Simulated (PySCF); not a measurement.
Delta-SCF ions had no search for a lower state. Excitations are Tamm–Dancoff values on a coarser integration grid. The basis has no diffuse functions, so Rydberg states are missing or too high.

Cartesian coordinates (Å):
```xyz
6

S     -1.8643     0.1043    -0.4998
Ga     0.2610     0.7207    -0.4385
S      1.7356    -0.4597     0.7161
H     -1.7088    -0.9761     0.2839
H      0.7206     1.9894    -1.2104
H      0.8558    -1.3787     1.1487
```
Charge 0, spin multiplicity 1.

Problem. What is the computed HOMO, S1 excitation (TDA), vertical ionisation energy (Delta-SCF), T1 excitation (TDA), total energy, HOMO–LUMO gap, dipole moment and S1 oscillator strength (ωB97X-D3(BJ)/def2-TZVP // B3LYP-D3(BJ)/def2-TZVP (PySCF))?

Solution. 
- HOMO: -9.97 eV
- S1 excitation (TDA): 5.91 eV
- vertical ionisation energy (Delta-SCF): 10.03 eV
- T1 excitation (TDA): 5.27 eV
- total energy: -74100.24 eV
- HOMO–LUMO gap: 10.61 eV
- dipole moment: 0.50 D
- S1 oscillator strength: 0.045
